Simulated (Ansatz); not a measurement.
This singlet lies 1.90 eV below the relaxed triplet at the level frozen-core CCSD(T)/cc-pVTZ // B3LYP-D3(BJ)/def2-TZVP (Ansatz, an electronic-structure program).

Computed with B3LYP-D3(BJ)/def2-TZVP (Ansatz). No frequencies were computed at this level.

Ansatz 0.2 input:
```yaml
crystal:
  periodic: [false, false, false]
  atoms:
    - { symbol: C, position_ang: [1.203627, -0.015086, 0.153093] }
    - { symbol: Si, position_ang: [-0.122192, 0.368625, -1.183936] }
    - { symbol: N, position_ang: [-1.538826, 0.041256, -0.273616] }
    - { symbol: H, position_ang: [1.798241, 0.873562, 0.363717] }
    - { symbol: H, position_ang: [1.897145, -0.77492, -0.205999] }
    - { symbol: H, position_ang: [0.789784, -0.367142, 1.099999] }
    - { symbol: H, position_ang: [-1.558674, -0.263525, 0.691516] }
    - { symbol: H, position_ang: [-2.465786, 0.137961, -0.65129] }
basis:
  gaussian: { orbitals: def2-tzvp }
hamiltonian:
  xc: b3lyp
  dispersion: d3bj
relax:
  max_steps: 150
```

Output:

```
Functional definition: B3LYP
816 factors; their error is unknown
mean field evaluation 1: about -10474.1844 eV, gradient 8.3e1 eV
mean field evaluation 2: about -10445.4600 eV, gradient 1.3e2 eV
mean field evaluation 4: about -10487.7944 eV, gradient 1.1e1 eV
mean field evaluation 8: about -10488.1185 eV, gradient 3.0e-1 eV
mean field evaluation 16: about -10488.1186 eV, gradient 1.4e-5 eV
mean field -10488.11863050 eV, -385.4312505689 hartree, gradient 1.4e-5 eV, S^2 0.000000; 0 other end points of the search recorded, 0 dependent functions left out
reference -10488.11886268 eV, -385.4312591011 hartree; 16, 16 occupied and 113, 113 virtual orbitals, 816 factors
relax step   1: F+E_penalty+E_count = -10488.37200205 eV  Δ(F+E_penalty+E_count) = +0.000e0 eV  max|allowed force component| = 3.230e-1 eV/Å  Δτ_max = 0.0000 Å  (27 SCF iters, accepted)
these checks for a lower state are left out or cut short: starts, cluster_reference, orbital_swaps, neighbouring_geometries, increment
816 factors; their error is unknown
mean field -10488.12174741 eV, -385.4313651129 hartree, gradient 1.5e-5 eV, S^2 0.000000; 0 other end points of the search recorded, 0 dependent functions left out
reference -10488.12197943 eV, -385.4313736397 hartree; 16, 16 occupied and 113, 113 virtual orbitals, 816 factors
relax step   2: F+E_penalty+E_count = -10488.37583731 eV  Δ(F+E_penalty+E_count) = -3.835e-3 eV  max|allowed force component| = 9.762e-2 eV/Å  Δτ_max = 0.0160 Å  (32 SCF iters, accepted)
these checks for a lower state are left out or cut short: starts, cluster_reference, orbital_swaps, neighbouring_geometries, increment
816 factors; their error is unknown
mean field -10488.12285403 eV, -385.4314057806 hartree, gradient 1.6e-5 eV, S^2 0.000000; 0 other end points of the search recorded, 0 dependent functions left out
reference -10488.12308627 eV, -385.4314143151 hartree; 16, 16 occupied and 113, 113 virtual orbitals, 816 factors
relax step   3: F+E_penalty+E_count = -10488.37665775 eV  Δ(F+E_penalty+E_count) = -8.204e-4 eV  max|allowed force component| = 4.014e-2 eV/Å  Δτ_max = 0.0115 Å  (32 SCF iters, accepted)
these checks for a lower state are left out or cut short: starts, cluster_reference, orbital_swaps, neighbouring_geometries, increment
816 factors; their error is unknown
mean field evaluation 32: about -10488.1025 eV, gradient 8.9e-4 eV
mean field -10488.12316504 eV, -385.4314172101 hartree, gradient 1.6e-5 eV, S^2 0.000000; 0 other end points of the search recorded, 0 dependent functions left out
reference -10488.12339742 eV, -385.4314257497 hartree; 16, 16 occupied and 113, 113 virtual orbitals, 816 factors
relax step   4: F+E_penalty+E_count = -10488.37679031 eV  Δ(F+E_penalty+E_count) = -1.326e-4 eV  max|allowed force component| = 2.583e-2 eV/Å  Δτ_max = 0.0083 Å  (32 SCF iters, accepted)
these checks for a lower state are left out or cut short: starts, cluster_reference, orbital_swaps, neighbouring_geometries, increment
816 factors; their error is unknown
mean field -10488.12323935 eV, -385.4314199407 hartree, gradient 1.5e-5 eV, S^2 0.000000; 0 other end points of the search recorded, 0 dependent functions left out
reference -10488.12347172 eV, -385.4314284804 hartree; 16, 16 occupied and 113, 113 virtual orbitals, 816 factors
relax step   5: F+E_penalty+E_count = -10488.37687642 eV  Δ(F+E_penalty+E_count) = -8.612e-5 eV  max|allowed force component| = 1.678e-2 eV/Å  Δτ_max = 0.0037 Å  (32 SCF iters, accepted)
these checks for a lower state are left out or cut short: starts, cluster_reference, orbital_swaps, neighbouring_geometries, increment
816 factors; their error is unknown
mean field -10488.12330704 eV, -385.4314224282 hartree, gradient 1.5e-5 eV, S^2 0.000000; 0 other end points of the search recorded, 0 dependent functions left out
reference -10488.12353945 eV, -385.4314309692 hartree; 16, 16 occupied and 113, 113 virtual orbitals, 816 factors
relax step   6: F+E_penalty+E_count = -10488.37692628 eV  Δ(F+E_penalty+E_count) = -4.986e-5 eV  max|allowed force component| = 1.640e-2 eV/Å  Δτ_max = 0.0042 Å  (32 SCF iters, accepted)
these checks for a lower state are left out or cut short: starts, cluster_reference, orbital_swaps, neighbouring_geometries, increment
816 factors; their error is unknown
mean field -10488.12333007 eV, -385.4314232748 hartree, gradient 1.5e-5 eV, S^2 0.000000; 0 other end points of the search recorded, 0 dependent functions left out
reference -10488.12356250 eV, -385.4314318165 hartree; 16, 16 occupied and 113, 113 virtual orbitals, 816 factors
relax step   7: F+E_penalty+E_count = -10488.37693300 eV  Δ(F+E_penalty+E_count) = -6.722e-6 eV  max|allowed force component| = 1.782e-3 eV/Å  Δτ_max = 0.0020 Å  (33 SCF iters, accepted)
816 factors; their error is unknown
mean field evaluation 64: about -10488.1233 eV, gradient 1.5e-5 eV
mean field -10488.12333007 eV, -385.4314232748 hartree, gradient 1.5e-5 eV, S^2 0.000000; 1 other end points of the search recorded, 0 dependent functions left out
reference -10488.12356250 eV, -385.4314318165 hartree; 16, 16 occupied and 113, 113 virtual orbitals, 816 factors
Total energy: -10488.37716543 eV, -385.4407515523 hartree
Atom 0 at     1.194540    -0.020807     0.161070 Å, force     0.000560    -0.001667    -0.000608 eV/Å
Atom 1 at    -0.116907     0.362505    -1.178282 Å, force     0.000209     0.000576     0.001782 eV/Å
Atom 2 at    -1.534151     0.041571    -0.267681 Å, force     0.000111    -0.000263    -0.000640 eV/Å
Atom 3 at     1.788585     0.880283     0.349804 Å, force    -0.001124    -0.000001    -0.000126 eV/Å
Atom 4 at     1.898618    -0.768119    -0.219734 Å, force    -0.000201     0.000369    -0.000213 eV/Å
Atom 5 at     0.796155    -0.376105     1.115367 Å, force    -0.000115     0.000556    -0.000302 eV/Å
Atom 6 at    -1.566907    -0.263874     0.695812 Å, force    -0.000778     0.001398    -0.001131 eV/Å
Atom 7 at    -2.456615     0.145276    -0.662872 Å, force     0.001339    -0.000969     0.001238 eV/Å
Dipole moment:    -0.210198    -0.102855     0.312916 e Å
```

Cost: roughly 20 core-seconds.
